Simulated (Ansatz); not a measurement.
Start from `OB(O)[TeH]` and change one atom or group to get `NB(O)[TeH]`.

Ansatz, PBE0-D4/def2-TZVP geometries, multiplicity 1. Each molecule was computed in one conformer, which needn't be the lowest.

Elements past krypton have def2 core potentials.

```json
{"property": "LUMO energy (ωB97M-V/def2-TZVPP) / eV", "`OB(O)[TeH]`": "0.88"}
{"property": "size of the dipole moment (ωB97M-V/def2-TZVPP) / D", "`OB(O)[TeH]`": "1.23"}
{"property": "HOMO energy (ωB97M-V/def2-TZVPP) / eV", "`OB(O)[TeH]`": "-8.76"}
{"property": "HOMO–LUMO gap (ωB97M-V/def2-TZVPP) / eV", "`OB(O)[TeH]`": "9.64"}
{"property": "LUMO energy (PBE/def2-TZVPP) / eV", "`OB(O)[TeH]`": "-1.67"}
{"property": "HOMO energy (B3LYP/def2-TZVPP) / eV", "`OB(O)[TeH]`": "-6.46"}
```

Q: Give the same properties after the change, and the shifts. (An estimate is asked.)

A: Computed: 
| property | `NB(O)[TeH]` | shift |
| --- | --- | --- |
| LUMO energy (ωB97M-V/def2-TZVPP) / eV | 1.57 | 0.69 |
| size of the dipole moment (ωB97M-V/def2-TZVPP) / D | 3.73 | 2.50 |
| HOMO energy (ωB97M-V/def2-TZVPP) / eV | -8.18 | 0.58 |
| HOMO–LUMO gap (ωB97M-V/def2-TZVPP) / eV | 9.75 | 0.11 |
| LUMO energy (PBE/def2-TZVPP) / eV | -0.94 | 0.73 |
| HOMO energy (B3LYP/def2-TZVPP) / eV | -5.89 | 0.57 |

With PBE0 the HOMO rises by 0.57 eV and the LUMO rises by 0.76 eV, so the gap widens by about 0.19 eV. PBE moves the HOMO by 0.54 eV and ωB97M-V by 0.58 eV. The zero-point energy changes by 31.3 kJ/mol with +3 modes. Dipoles are sizes alone; their direction can turn.

B3LYP here is the variant with VWN-RPA as its local correlation; programs differ in this.

Spin–orbit coupling is left out; it splits and shifts lone-pair levels of the heavy atoms by tenths of an eV.
